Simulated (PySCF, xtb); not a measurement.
SiHF, SMILES F[SiH] (connectivity only; charge and spin as stated), neutral, multiplicity 1.

Harmonic wavenumbers (cm⁻¹) from GFN2-xTB (xtb) at its own minimum, in rising order: 718, 799, 2126.

Problem. What does PySCF with PBE0-D3(BJ)/def2-TZVPD give at its own minimum? (Estimate from the structure and the level; the computed values follow.)

Solution. 843, 865, 1972. Paired by order, the mean absolute difference is 115 cm⁻¹ and the zero-point energies are 5.2 and 5.3 kcal/mol.
